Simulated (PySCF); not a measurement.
## Ru (ruthenium, neutral) across methods

[Kr] 4d7 5s1, high-spin 5F determinant. Computed with PySCF 2.14 in aug-cc-pwCVDZ-PP with ECP28MDF (6s6p5d3f, 70 functions), with scalar relativity through the core potential.

| method | E (hartree) | mean ε 4d α (eV) | mean ε 5s α (eV) | mean ε 4d β (eV) | Σ⟨r²⟩ (bohr²) | ⟨S²⟩ |
| --- | --- | --- | --- | --- | --- | --- |
| r2SCAN0 | -94.4873 | -7.666 | -5.570 | -5.512 | 48.61 | 6.002 |
| r2SCAN | -94.5220 | -6.196 | -5.036 | -4.111 | 48.74 | 6.002 |
| LDA | -94.2885 | -6.062 | -5.032 | -4.201 | 49.36 | 6.001 |
| PBE0 | -94.4817 | -7.419 | -5.343 | -5.501 | 49.01 | 6.001 |
| PBE | -94.5027 | -5.903 | -4.796 | -4.141 | 49.39 | 6.001 |
| UHF | -93.81398 | -11.480 | -6.474 | -8.971 | 49.72 | 6.004 |
| M06-2X | -94.3901 | -9.130 | -5.843 | -7.133 | 49.00 | 6.010 |
| wB97M-V | -94.3965 | -9.759 | -6.940 | -7.940 | 49.22 | 6.004 |

Question: Estimate the same row for CAM-B3LYP.

Answer: E (hartree) = -94.4433; mean ε 4d α (eV) = -8.729; mean ε 5s α (eV) = -6.297; mean ε 4d β (eV) = -6.986; Σ⟨r²⟩ (bohr²) = 49.21; ⟨S²⟩ = 6.002.

Energies and moments cover only the electrons outside the core potential.
